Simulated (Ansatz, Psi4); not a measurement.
**Predicting a hybrid from its neighbours: SnO (tin(ii) oxide)**

SnO has 2 atoms, charge 0, and is taken as a singlet. As SMILES, `[O]=[Sn]`. The coordinates come from a PBE0-D4/def2-TZVP relaxation.

The electronic atomisation energy y, in eV, basis def2-TZVPPD with a core potential; a is the functional's share of exact exchange. Programs: Ansatz 0.2.0, Psi4 1.11.

| functional | program | a | y (eV) |
| --- | --- | --- | --- |
| r2SCAN | Ansatz | 0 | 5.67 |
| revPBE | Ansatz | 0 | 5.82 |
| TPSSh | Psi4 | 0.1 | 5.50 |
| B3LYP | Psi4 | 0.2 | ? |
| r2SCAN0 | Ansatz | 0.25 | 4.99 |
| PBE0 | Psi4 | 0.25 | 5.36 |
| BHLYP | Psi4 | 0.5 | 4.64 |

Q: Fit y = c + s·a to the known rows and predict B3LYP.

A: 
1. Means of the 6 rows: a = 0.1833, y = 5.330.
2. Σ(Δa)² = 0.18333, Σ(Δa·Δy) = -0.4055, so the slope is -0.4055/0.18333 = -2.2119.
3. Intercept: 5.330 − (-2.2119) × 0.1833 = 5.735. The largest residual of the fit is 0.19.
4. B3LYP: 5.735 + (-2.2119) × 0.2 = 5.29 eV.

The run gave 5.59 eV, so the prediction is off by -0.30 eV, more than the largest residual. The rows mix families of semi-local functionals, which the line can't see. Spin-orbit coupling is left out.
